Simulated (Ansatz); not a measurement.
Z-matrix (Å, degrees):
```
C
Al 1 1.941
H 1 1.094 2 111.3
H 1 1.092 2 112.4 3 121.8
H 1 1.096 2 110.5 3 -118.0
O 2 1.689 1 119.7 3 -136.3
H 2 1.584 1 123.8 3 45.0
Si 6 1.616 2 171.9 1 130.9
O 8 1.643 6 112.7 2 16.4
H 8 1.480 6 110.3 2 -100.0
H 8 1.488 6 107.8 2 138.0
H 9 0.958 8 117.7 6 70.3
```

Charge 0, multiplicity 1.

(1) List the r2SCAN/def2-TZVPP orbital energies in eV (Ansatz 0.2.0). (Estimate.)

## Answers

(1) Ansatz gave: Occupied: -1791.55, -1516.92, -515.69, -515.35, -272.40, -141.83, -110.43, -96.72, -96.70, -96.67, -70.79, -70.57, -70.50, -26.36, -25.26, -17.72, -14.40, -12.67, -10.62, -10.15, -10.05, -9.82, -9.31, -8.86, -8.35, -7.97, -7.44, -6.97. Lowest empty: -1.09, -0.06, 0.46, 0.97, 1.77, 2.30, 2.44, 2.71.
